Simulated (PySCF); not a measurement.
Constitutional and geometric isomers with formula C4H3N. Gas-phase values, no solvent. Strings in code marks are SMILES. All members: neutral, multiplicity 1. Level: M06-2X/def2-TZVP // B3LYP-D3(BJ)/def2-TZVP (PySCF), beside PBE-D3(BJ)/def2-TZVP // B3LYP-D3(BJ)/def2-TZVP (PySCF) at the same geometries.  Orbital energies are measured against the vacuum level.

```json
[
 {"species": "`N=c1c2c1C2`", "LUMO, PBE (eV)": "-2.93", "LUMO, M06-2X (eV)": "-0.82"},
 {"species": "`N#CC1=CC1`", "LUMO, PBE (eV)": "-2.82", "LUMO, M06-2X (eV)": "-0.92"},
 {"species": "`C=C=C=C=N`", "LUMO, PBE (eV)": "-2.76", "LUMO, M06-2X (eV)": "withheld"},
 {"species": "`C=C=CC#N`", "LUMO, PBE (eV)": "-2.36", "LUMO, M06-2X (eV)": "-0.49"},
 {"species": "`C#CN=C=C`", "LUMO, PBE (eV)": "-2.32", "LUMO, M06-2X (eV)": "-0.44"},
 {"species": "`CC#CC#N`", "LUMO, PBE (eV)": "-2.06", "LUMO, M06-2X (eV)": "-0.16"}
]
```

Q: Fit y = a + b·x, y being the LUMO at the first level, to the 5 complete rows by least squares, with x = the PBE value in eV. Give a, b and the rms residual, and predict the withheld value.

A: Means of the 5 rows: x̄ = -2.498, ȳ = -0.566 eV. Σ(x − x̄)² = 0.53288 and Σ(x − x̄)(y − ȳ) = 0.43446, so b = 0.815 and a = ȳ − b·x̄ = 1.470 eV. The rms residual is 0.066 eV. At x = -2.76 the line gives -0.78 eV. The run for `C=C=C=C=N` gave -1.02 eV, so the line is off by 0.24 eV, more than twice the rms residual.

Codes: PySCF.
